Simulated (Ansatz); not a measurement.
One geometry of `[H]/C=C/c1ccc(/C=C/c2ccccc2)cc1`, several levels of theory.

```yaml
crystal:
  periodic: [false, false, false]
  atoms:
    - {symbol: H, position_ang: [7.216208, -0.309103, 1.032925]}
    - {symbol: C, position_ang: [6.144999, -0.559137, 1.043523]}
    - {symbol: C, position_ang: [5.238662, 0.252735, 0.454474]}
    - {symbol: C, position_ang: [3.784812, 0.066474, 0.383241]}
    - {symbol: C, position_ang: [2.991752, 1.039395, -0.274757]}
    - {symbol: C, position_ang: [1.606480, 0.914862, -0.370685]}
    - {symbol: C, position_ang: [0.932605, -0.198037, 0.191102]}
    - {symbol: C, position_ang: [-0.513709, -0.385175, 0.130111]}
    - {symbol: C, position_ang: [-1.426028, 0.459655, -0.426121]}
    - {symbol: C, position_ang: [-2.875713, 0.276984, -0.484068]}
    - {symbol: C, position_ang: [-3.671392, 1.291957, -1.071172]}
    - {symbol: C, position_ang: [-5.064577, 1.173558, -1.147304]}
    - {symbol: C, position_ang: [-5.702428, 0.031773, -0.638437]}
    - {symbol: C, position_ang: [-4.929847, -0.988785, -0.055059]}
    - {symbol: C, position_ang: [-3.539222, -0.869947, 0.021573]}
    - {symbol: C, position_ang: [1.728645, -1.172938, 0.847388]}
    - {symbol: C, position_ang: [3.113401, -1.047203, 0.942621]}
    - {symbol: H, position_ang: [5.860505, -1.492396, 1.556644]}
    - {symbol: H, position_ang: [5.607646, 1.170857, -0.037857]}
    - {symbol: H, position_ang: [3.489200, 1.915215, -0.721058]}
    - {symbol: H, position_ang: [1.034681, 1.695705, -0.893607]}
    - {symbol: H, position_ang: [-0.875039, -1.316555, 0.598869]}
    - {symbol: H, position_ang: [-1.065024, 1.395965, -0.885391]}
    - {symbol: H, position_ang: [-3.175260, 2.190432, -1.471437]}
    - {symbol: H, position_ang: [-5.657433, 1.978674, -1.607628]}
    - {symbol: H, position_ang: [-6.797009, -0.065818, -0.695920]}
    - {symbol: H, position_ang: [-5.421535, -1.888954, 0.344678]}
    - {symbol: H, position_ang: [-2.955273, -1.681988, 0.479669]}
    - {symbol: H, position_ang: [1.231448, -2.049561, 1.292333]}
    - {symbol: H, position_ang: [3.688437, -1.828655, 1.461370]}
basis:
  gaussian: {orbitals: def2-TZVP, fitting: {mean_field: def2-universal-jkfit}, initial_orbitals: start.molden}
hamiltonian: {xc: pbe, dispersion: d4}
scf: {omitted_lower_state_checks: [starts]}
output: {orbitals: {seedname: orbitals}}
```

The file start.molden holds the orbitals of an earlier run on this structure, at another level or in another basis.

```sh
$ ansatz run in.yaml --threads 2 --pin off --events-out ev --progress --plain --max-ram 32768MiB --backend cuda --devices 0, --max-vram 18GiB
```

Output, abridged:

```
Functional definition: PBE
1452 factors; integrals over basis functions are off by at most 3.3e-1 eV
mean field evaluation 1: about -16803.0092 eV, gradient 1.5e1 eV
mean field evaluation 2: about -16803.2818 eV, gradient 2.8e-1 eV
mean field evaluation 4: about -16803.2841 eV, gradient 1.6e-3 eV
mean field -16803.28411737 eV, -617.5093016382 hartree, gradient 2.1e-5 eV, S^2 0.000000; 0 other end points of the search recorded, 0 dependent functions left out
reference -16803.28419071 eV, -617.5093043336 hartree; 55, 55 occupied and 525, 525 virtual orbitals, 1452 factors
Total energy: -16804.26039350 eV, -617.5451791244 hartree
Checks for a lower state left out: starts
```

Hardware: 2 threads of AMD EPYC 7R13 on a shared host and a share (18 GiB) of an NVIDIA H100 80GB HBM3. Wall time 4.7 s, peak host memory 0.97 GiB.

First input, but with `gaussian: {orbitals: STO-3G}`, `hamiltonian: {xc: hf}` (abridged; 6 s):

```
Functional definition: HF
mean field -16504.37314694 eV, -606.5245260840 hartree, gradient 1.4e-5 eV, S^2 0.000000
Total energy: -16504.37314694 eV, -606.5245260840 hartree
Checks for a lower state left out: starts
```

As the first input, with `gaussian: {orbitals: def2-SVP, initial_orbitals: start.molden}`, `hamiltonian: {xc: {name: LC-wPBE, parameters: {omega: 0.3/bohr}}}` (abridged; 6 s):

```
Functional definition: LC-wPBE
mean field -16793.74716524 eV, -617.1588251118 hartree, gradient 2.5e-5 eV, S^2 0.000000
Total energy: -16793.74716526 eV, -617.1588251125 hartree
Checks for a lower state left out: starts
```

As the first input, with `gaussian: {orbitals: def2-TZVP, initial_orbitals: start.molden}`, `hamiltonian: {xc: pbe}`, `correlation: {method: rpa}` and without the key `output` (abridged; 8 s):

```
Functional definition: PBE
mean field -16803.27710445 eV, -617.5090439182 hartree, gradient 9.6e-7 eV, S^2 0.000000
16 core orbitals not correlated: weight in the atoms' cores, before any rotation towards them, 1.000 or more for the frozen orbitals, at most 0.000 for the correlated occupied ones
Total energy: -16816.94956694 eV, -618.0114976474 hartree
Checks for a lower state left out: starts
```

First input, but with `gaussian: {orbitals: def2-SVP, initial_orbitals: start.molden}` (abridged; 6 s):

```
Functional definition: PBE
mean field -16785.70818198 eV, -616.8633979262 hartree, gradient 9.8e-6 eV, S^2 0.000000
Total energy: -16786.68443836 eV, -616.8992746863 hartree
Checks for a lower state left out: starts
```

Geometry: PBE-D4/def2-SVP.

Correlated methods freeze 16 core orbitals. Single mean-field runs in def2-TZVP are fitted with def2-universal-jkfit. The restricted singlet is unstable towards broken spin symmetry in Hartree–Fock (as tested in another run); at HF/STO-3G this wasn't settled.
